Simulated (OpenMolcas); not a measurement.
Cr2+: moving or changing the point charges

Cr2+ among 6 point charges of -1.5 e arranged as a trigonal antiprism (D3d), 1.96 Å from the ion, with a polar angle of 59.1° against the regular 54.74°.

```json
{
 "Program": "OpenMolcas 26.06",
 "Method": "CASSCF",
 "Basis": "ANO-RCC-VDZP [5s4p2d1f]",
 "Scalar Hamiltonian": "DKH2, point nucleus",
 "Active space": "4 electrons in 5 orbitals (3d)",
 "State averaging": "2S+1 = 5 even, 5 roots; 2S+1 = 3 even, 45 roots; 2S+1 = 1 even, 50 roots",
 "Spin-orbit coupling": "RASSI with atomic mean-field integrals over the reference wave functions"
}
```

Runs around this geometry, states (labels of D3, the rotations of D3d). Energies in cm-1 above the lowest state or level, χT in cm3 K/mol.

```tsv
R (Å)	q (e)	Polar angle / regular	Ground state	First state of that spin	First gap with spin-orbit (degeneracies)	χT at 300 K	First state of another spin
1.96	-1.5	0.99	5E	5A1 5879	1.6 (1, 2)	2.929	3E 15086
1.96	-1.2	1.08	5E	5E 4897	0.1 (1, 1)	2.768	3A2 15697
1.79	-1.5	1.08	5E	5E 8578	69.8 (2, 2)	2.765	3A2 11345
1.96	-1.5	1.08	5E	5E 6094	0.1 (1, 1)	2.775	3A2 14155
2.19	-1.5	1.08	5E	5E 3906	0.1 (1, 1)	2.711	3A2 16802
```

Taking the first state of the same spin as R^-n, n = -ln(3906 / 8578) / ln(2.19 / 1.79) = 3.9 between the shortest and longest distance.

Scaling the charges by -1.2 / -1.5 = 0.80 scales the first state of the same spin by 4897 / 6094 = 0.80; with fixed orbitals a first-order splitting would follow the charge.

An orbital doublet at a regular site is open to a Jahn-Teller distortion, which this geometry leaves out. Without dynamic correlation the repulsion within the d shell is too large (B by tens of per cent), so at a given field states of lower spin stand too high. Point charges carry no covalency, so the field is a model and not that of real ligands. A group larger than the point group allows holds several states that coincide in this model. No measured value stands beside these numbers.
